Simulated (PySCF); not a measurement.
Spectra and structures to be paired. Level of theory: TDDFT PBE0/def2-SVPD, vertical, gas phase, core orbitals frozen in the response in PySCF 2.14.0, density-fitted response routines. Geometries: GFN2-xTB; one conformer of each isolated species. Triplets are in the Tamm–Dancoff approximation. Ions are computed without counter-ions or solvent.

A. `O=C([O-])c1ccncn1`
B. `C/C=C(/OC)C(=O)F`
C. `S(c1ccnc(Cl)p1)C`

Lowest singlet levels (six at most, fewer where fewer were computed) with oscillator strengths:

1. 4.91 eV (f 0.149); 5.23 eV (f 0.001); 6.54 eV (f 0.017); 6.93 eV (f 0.000); 6.95 eV (f 0.000); 7.29 eV (f 0.007); T1 3.05 eV
2. 3.98 eV (f 0.032); 4.08 eV (f 0.003); 4.43 eV (f 0.069); 4.57 eV (f 0.001); 4.86 eV (f 0.281); 5.19 eV (f 0.161); T1 2.88 eV
3. 3.21 eV (f 0.000); 3.30 eV (f 0.000); 3.86 eV (f 0.000); 3.93 eV (f 0.000); 4.01 eV (f 0.008); 4.44 eV (f 0.009); T1 2.90 eV

Problem. Match each spectrum to its molecule.

Solution. 1 = B, 2 = C, 3 = A.
- A: S1 at 3.21 eV, HOMO→LUMO (94%); Löwdin shares by element: HOMO oxygen 87%, carbon 7% or more; LUMO carbon 40% or more, nitrogen 33% (atoms not listed hold the other 26%); HOMO -2.13 and LUMO 2.35 eV; point group Cs, 4 of its 6 listed states under f = 0.0005.
- B: S1 at 4.91 eV, HOMO→LUMO (97%); Löwdin shares by element: HOMO carbon 53% or more, oxygen 28% or more (atoms not listed hold the other 19%); LUMO carbon 60% or more, oxygen 20% or more (atoms not listed hold the other 20%); HOMO -7.21 and LUMO -1.72 eV.
- C: S1 at 3.98 eV, HOMO→LUMO (68%), HOMO→LUMO+1 (14%), HOMO-1→LUMO (14%); Löwdin shares by element: HOMO sulfur 44%, carbon 19% or more, phosphorus 18% (atoms not listed hold the other 19%); LUMO carbon 44% or more, phosphorus 31% (atoms not listed hold the other 25%); HOMO -6.93 and LUMO -2.13 eV; point group Cs.
